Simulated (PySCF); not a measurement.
A side-by-side comparison of computed properties.

First species: C7H9NO.
SMILES: `C1[C@H]2O[C@H]2[C@@H](C1)CC#N`

Second species: C7H9NO.
SMILES: `C=CC(=C)C(=C)C(N)=O`

Levels: PBE0/def2-SVPD for HOMO energy, LUMO energy, HOMO–LUMO gap and static isotropic polarisability; TDDFT PBE0/def2-SVPD for lowest singlet excitation; TDA PBE0/def2-SVPD for lowest triplet excitation (Tamm–Dancoff). Geometries: GFN2-xTB. Each structure is a single optimised conformer of the isolated species, non-relativistic unless stated. Electronic properties by PySCF.

The conformers computed, where there is a choice (atom-mapped SMILES and torsion angles):
- `[CH2:1]=[CH:2][C:3](=[CH2:4])[C:5](=[CH2:6])[C:7]([NH2:8])=[O:9]`: C1–C2–C3–C4 -163°, C2–C3–C5–C6 45°, C3–C5–C7–N8 -137°, H–N8–C7–C5 3°, H–N8–C7–C5 -179°

The conformers of `N#CC[C@@H]1CC[C@H]2O[C@@H]12` aren't listed.

Values for the first species:

| Item | Value |
| --- | --- |
| HOMO energy | -7.91 eV |
| LUMO energy | 0.30 eV |
| HOMO–LUMO gap | 8.21 eV |
| Lowest singlet excitation | 7.23 eV |
| Lowest triplet excitation (Tamm–Dancoff) | 6.45 eV |
| Static isotropic polarisability | 80.8 au |

Problem. Estimate the same properties for the second species, and the change in each.

Solution. 
| property | first | second | second less first |
| --- | --- | --- | --- |
| HOMO energy | -7.91 eV | -6.67 eV | +1.24 eV |
| LUMO energy | 0.30 eV | -1.22 eV | -1.52 eV |
| HOMO–LUMO gap | 8.21 eV | 5.45 eV | -2.76 eV |
| lowest singlet excitation | 7.23 eV | 4.59 eV | -2.64 eV |
| lowest triplet excitation (Tamm–Dancoff) | 6.45 eV | 3.00 eV | -3.45 eV |
| static isotropic polarisability | 80.8 au | 96.9 au | +16.1 au |

On the first: No computed singlet falls in the visible range (750 to 380 nm, 1.65 to 3.26 eV); S1 lies 3.97 eV above its blue end. S1 lies 0.98 eV below the HOMO–LUMO gap; its leading configuration is HOMO→LUMO, weight 0.96.

On the second: The vertical singlet–triplet gap S1 − T1 is 1.59 eV (TDDFT singlet less Tamm–Dancoff triplet; S1: HOMO→LUMO, weight 0.66; T1: HOMO→LUMO, weight 0.68). No computed singlet falls in the visible range (750 to 380 nm, 1.65 to 3.26 eV); S1 lies 1.33 eV above its blue end.
